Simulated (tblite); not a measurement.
H$_{9}$N$_{3}$Si$_{3}$, triplet, at the geometry of the source list (a higher spin typed on purpose: for a closed-shell molecule this is an excited state); GFN1-xTB in tblite.

Here is a job for tblite.
```
$ tblite run mol.xyz --method gfn1 --charge 0 --spin 2 --json tblite.json --no-restart

# file mol.xyz
15

Si     1.66910000    -0.43420000    -0.53010000
N      0.51200000    -1.52140000     0.14690000
Si    -1.17660000    -1.29940000     0.42870000
N     -1.44110000     0.39700000     0.60300000
Si    -0.53150000     1.72390000    -0.02190000
N      1.08550000     1.16520000    -0.24950000
H      1.83960000    -0.68320000    -1.97510000
H      2.94000000    -0.60000000     0.18600000
H      0.82120000    -2.47620000     0.20070000
H     -1.97060000    -1.84090000    -0.69110000
H     -1.52980000    -1.95840000     1.69200000
H     -2.34960000     0.64340000     0.95660000
H     -0.51910000     2.79450000     0.98200000
H     -1.10540000     2.19850000    -1.29570000
H      1.75630000     1.89130000    -0.43250000
```

It wrote (shortened):

```
xTB calculator
 | screened Coulomb repulsion
 | Coulomb electrostatics
 |  * isotropic Klopman-Ohno-Mataga-Nishimoto electrostatics
 |  * onsite third-order electrostatics
 | DFT-D3(BJ) dispersion correction

halogen bonding energy    0.0000000000000E+00 Eh
repulsion energy          1.9869880541898E-01 Eh
dispersion energy        -7.3548299702167E-03 Eh
number of electrons       3.6000000000000E+01 e
integral cutoff           2.8146159136829E+01 bohr

------------------------------------------------------------
  cycle        total energy    energy error   density error
------------------------------------------------------------
      1     -19.83260491480  -2.0023949E+01   5.7879682E-01
      2     -19.99733185018  -1.6472694E-01   2.7977882E-01
      3     -19.95974424819   3.7587602E-02   1.3326635E-01
      4     -19.72225746947   2.3748678E-01   1.8297696E-01
      5     -19.92204181362  -1.9978434E-01   8.5653158E-02
      6     -20.00288077772  -8.0838964E-02   2.1288182E-02
      7     -20.00120576649   1.6750112E-03   1.6589798E-02
      8     -19.98440019614   1.6805570E-02   4.0400157E-02
      9     -19.99260199805  -8.2018019E-03   3.2513448E-02
     10     -20.00407714348  -1.1475145E-02   3.6057018E-03
     11     -20.00386470448   2.1243900E-04   4.5035512E-03
     12     -20.00409815862  -2.3345414E-04   9.9069687E-04
     13     -20.00409986142  -1.7027983E-06   8.4005730E-04
     14     -20.00410562510  -5.7636780E-06   1.2830403E-04
     15     -20.00410554732   7.7774384E-08   1.3673933E-04
     16     -20.00410575404  -2.0672024E-07   1.2399853E-05
------------------------------------------------------------

electronic energy        -2.0195449729492E+01 Eh
total energy             -2.0004105754043E+01 Eh

Post processing:
 | Mayer-Wiberg bond orders

[Info] JSON dump of results written to 'tblite.json'
```
